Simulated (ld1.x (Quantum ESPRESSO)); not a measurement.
Plane-wave convergence, RRKJ potential for Mg

ld1.x (Quantum ESPRESSO) 7.5 input, shortened:

```
&input
   title='Mg', zed=12., rel=2, dft='PBE', iswitch=3,
   config='[Ne] 3s1.75 3p0 3d-2', rel_dist='average'
 /
 &inputp
   pseudotype=2, tm=.false., rho0=0.005, lloc=2,
   nlcc=.false.
 /
3
2S  1  0   2.00   0.00  0.70  0.70  0.0
2P  2  1   6.00   0.00  1.05  1.05  0.0
3D  3  2  -2.00   0.35  1.00  1.00  0.0
 &test
   configts(1)='2s2 2p6 3s1.75 3p0'
 /
```

Open shells are filled in proportion to 2j + 1 (rel_dist='average').

Occupied shells without a wave of their own: 3s. They enter only through the test configuration that unscreens the potential.

The pseudo-atom Hamiltonian at the reference potential is diagonalised in spherical Bessel functions j_l(qr) that vanish at 20 bohr, with q² up to the cutoff. All-electron valence levels (Ry): 2s -6.0194, 3s -0.4613, 2p1/2 -3.5909, 3p1/2 -0.1944, 2p3/2 -3.5697, 3p3/2 -0.1938.

Task: How do the lowest levels (Ry) of each channel move with the cutoff, and are there ghosts?

Result:

```json
{"cutoff (Ry)": "8", "s #1": "-3.8720", "s #2": "-0.3275", "p1/2 #1": "-0.6107", "p1/2 #2": "-0.0537", "p1/2 #3": "0.0485", "p3/2 #1": "-0.6105", "p3/2 #2": "-0.0537", "p3/2 #3": "0.0485", "d3/2 #1": "0.0029", "d5/2 #1": "0.0029", "f #1": "0.0706", "f #2": "0.1846", "Σ f·Δε (mRy)": "22328.3"}
{"cutoff (Ry)": "18", "s #1": "-4.3094", "s #2": "-0.3652", "p1/2 #1": "-1.1501", "p1/2 #2": "-0.0949", "p1/2 #3": "0.0265", "p3/2 #1": "-1.1490", "p3/2 #2": "-0.0949", "p3/2 #3": "0.0265", "d3/2 #1": "0.0027", "d5/2 #1": "0.0027", "f #1": "0.0706", "f #2": "0.1846", "Σ f·Δε (mRy)": "18154.9"}
{"cutoff (Ry)": "35", "s #1": "-4.3682", "s #2": "-0.3684", "p1/2 #1": "-2.1130", "p1/2 #2": "-0.1429", "p1/2 #3": "0.0109", "p3/2 #1": "-2.1070", "p3/2 #2": "-0.1426", "p3/2 #3": "0.0110", "d3/2 #1": "0.0027", "d5/2 #1": "0.0027", "f #1": "0.0706", "f #2": "0.1846", "Σ f·Δε (mRy)": "12273.9"}
{"cutoff (Ry)": "55", "s #1": "-4.6827", "s #2": "-0.3857", "p1/2 #1": "-2.9533", "p1/2 #2": "-0.1729", "p1/2 #3": "0.0037", "p3/2 #1": "-2.9399", "p3/2 #2": "-0.1724", "p3/2 #3": "0.0038", "d3/2 #1": "0.0027", "d5/2 #1": "0.0027", "f #1": "0.0706", "f #2": "0.1846", "Σ f·Δε (mRy)": "6602.5"}
{"cutoff (Ry)": "90", "s #1": "-5.2522", "s #2": "-0.4175", "p1/2 #1": "-3.5338", "p1/2 #2": "-0.1910", "p1/2 #3": "-0.0001", "p3/2 #1": "-3.5134", "p3/2 #2": "-0.1905", "p3/2 #3": "0.0000", "d3/2 #1": "0.0027", "d5/2 #1": "0.0027", "f #1": "0.0706", "f #2": "0.1846", "Σ f·Δε (mRy)": "1952.5"}
{"cutoff (Ry)": "140", "s #1": "-5.7520", "s #2": "-0.4459", "p1/2 #1": "-3.5907", "p1/2 #2": "-0.1928", "p1/2 #3": "-0.0005", "p3/2 #1": "-3.5696", "p3/2 #2": "-0.1923", "p3/2 #3": "-0.0004", "d3/2 #1": "0.0027", "d5/2 #1": "0.0027", "f #1": "0.0706", "f #2": "0.1846", "Σ f·Δε (mRy)": "564.8"}
{"cutoff (Ry)": "230", "s #1": "-5.9978", "s #2": "-0.4604", "p1/2 #1": "-3.5911", "p1/2 #2": "-0.1928", "p1/2 #3": "-0.0005", "p3/2 #1": "-3.5699", "p3/2 #2": "-0.1923", "p3/2 #3": "-0.0004", "d3/2 #1": "0.0027", "d5/2 #1": "0.0027", "f #1": "0.0706", "f #2": "0.1846", "Σ f·Δε (mRy)": "45.9"}
{"cutoff (Ry)": "400", "s #1": "-6.0196", "s #2": "-0.4617", "p1/2 #1": "-3.5911", "p1/2 #2": "-0.1928", "p1/2 #3": "-0.0005", "p3/2 #1": "-3.5699", "p3/2 #2": "-0.1923", "p3/2 #3": "-0.0004", "d3/2 #1": "0.0027", "d5/2 #1": "0.0027", "f #1": "0.0706", "f #2": "0.1846", "Σ f·Δε (mRy)": "0.0"}
```

Result: no extra level below or beside the all-electron valence levels (s, p1/2, p3/2, d3/2, d5/2, f tested); 10 mRy is reached at 300 Ry and 1 mRy at over 300 Ry.

1 of 7 tests not solved or not reliable.
